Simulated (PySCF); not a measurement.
**WO(OH) + 3 HCl → WCl₃ + 2 H₂O**

Level: PBE0 in the def2-TZVP basis family, computed in PySCF with density fitting; scalar-relativistic core potentials for atoms from Rb on, none lighter, no spin–orbit coupling; open shells unrestricted.

| species | state and structure | E (Eh) | ZPE (kJ/mol) | H(298 K) − H(0) (kJ/mol) | S° (J/(mol K)) |
| --- | --- | --- | --- | --- | --- |
| WO(OH) | quartet, Cs, O–H 0.956 Å, W–O 1.702 Å, W–O 1.901 Å; H–O–W 143.9°, O–W–O 147.8° | -218.06115 | 40.7 | 13.2 | 302.4 |
| HCl | singlet, C∞v, H–Cl 1.279 Å | -460.66440 | 17.9 | 8.7 | 186.6 |
| WCl₃ | quartet, D3h, W–Cl 2.249 Å (×3) | -1447.39755 | 9.0 | 18.2 | 354.6 |
| H₂O | singlet, C2v, O–H 0.960 Å (×2); H–O–H 105.1° | -76.37736 | 56.5 | 9.9 | 188.7 |

**Question.** What is the electronic reaction energy?

**Answer.** At PBE0/def2-TZVP, ΔE = -257.1 kJ/mol from the differences of the total energies times 2625.5, downhill. 

**Question.** Add zero-point, thermal and entropy terms for 298.15 K and 1 bar.

**Answer.** ΔZPE = 27.6 and Δ[H(298) − H(0)] = -1.3 kJ/mol give ΔH° = -230.8 kJ/mol. ΔS° = -130.2 J/(mol K), so ΔG° = -230.8 − 298.15 × (-0.1302) = -192 kJ/mol. ΔG° would change sign near 1770 K if ΔH° and ΔS° stayed fixed.

Spin–orbit coupling can matter for WO(OH), WCl₃ and is left out. Open d or f shells are single determinants, so the state found may not be the ground state. The structures come from searches over a few start shapes, so lower isomers are not excluded.
